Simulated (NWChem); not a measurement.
System: C₂H₄Cl₂Si; SMILES [SiH3]C=C(Cl)Cl

Input file for NWChem:

```
start job
memory heap 200 mb stack 900 mb global 1100 mb
geometry units angstroms noautoz
  Si     0.401266    -2.313437     0.000000
  C      0.977998    -0.527984     0.000000
  C      0.150284     0.520908     0.000000
  Cl    -1.569535     0.345956     0.000000
  Cl     0.678975     2.161884     0.000000
  H     -0.414851    -2.607430    -1.215474
  H     -0.414851    -2.607430     1.215474
  H      1.614543    -3.183039     0.000000
  H      2.047398    -0.294417     0.000000
end
basis spherical
  * library def2-tzvp
end
dft
  xc hfexch
  iterations 150
  semidirect filesize 400000000
  mulliken
end
task dft energy
```

Structure relaxed at the PBE0/def2-SVP level.

Give the results of this calculation. (Hartree-Fock/def2-TZVP.) Quantities: energy (Ha); highest occupied level (eV); orbital gap (eV); dipole (D).


```yaml
energy (Ha): -1286.02
highest occupied level (eV): -10.14
orbital gap (eV): 12.55
dipole (D): 1.06
```
